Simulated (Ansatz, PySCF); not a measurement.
tin monoxide anion (OSn), SMILES [O]=[Sn] (connectivity only; charge and spin as stated), charge -1, multiplicity 2. Atoms are numbered in the order given.

```xyz
2

Sn     0.0000     0.0000    -0.2475
O      0.0000     0.0000     1.6482
```
Charge -1, spin multiplicity 2.

Geometry: B3LYP-D3(BJ)/def2-TZVPD. The spin state was assumed, not searched. The def2 effective core potentials stand for the cores of Sn; spin–orbit coupling is left out.

Two levels are set side by side: PBE-D3(BJ)/def2-TZVPD (Ansatz, a quantum-chemistry and plane-wave program) and B3LYP-D3(BJ)/def2-TZVPD (Ansatz). Each level has its own optimised geometry; the coordinates shown are those of the second. Frequencies come from the Hessian of PySCF at each geometry. Differences are taken from unrounded values.

```tsv
quantity	B3LYP-D3(BJ)	PBE-D3(BJ)	PBE-D3(BJ) minus B3LYP-D3(BJ)
bond Sn1–O2 (Å)	1.896	1.911	0.015
highest harmonic wavenumber (cm⁻¹)	720	687	-33
mean harmonic wavenumber (cm⁻¹)	720	687	-33
zero-point energy (kcal/mol)	1.03	0.98	-0.05
```
